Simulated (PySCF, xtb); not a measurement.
CCl₂F, SMILES F[C](Cl)Cl (connectivity only; charge and spin as stated), charge +1, multiplicity 1.

Harmonic wavenumbers (cm⁻¹) from GFN2-xTB in xtb at its own minimum, in rising order: 287, 387, 491, 589, 919, 1204.

Task: What does PySCF 2.14.0 with B3LYP-D3(BJ)/def2-SVP give at its own minimum? (An estimate is asked for; the answer gives what the named calculation found.)

Result: 331, 449, 594, 650, 1142, 1412. Paired by order, the mean absolute difference is 117 cm⁻¹ and the zero-point energies are 5.5 and 6.5 kcal/mol.
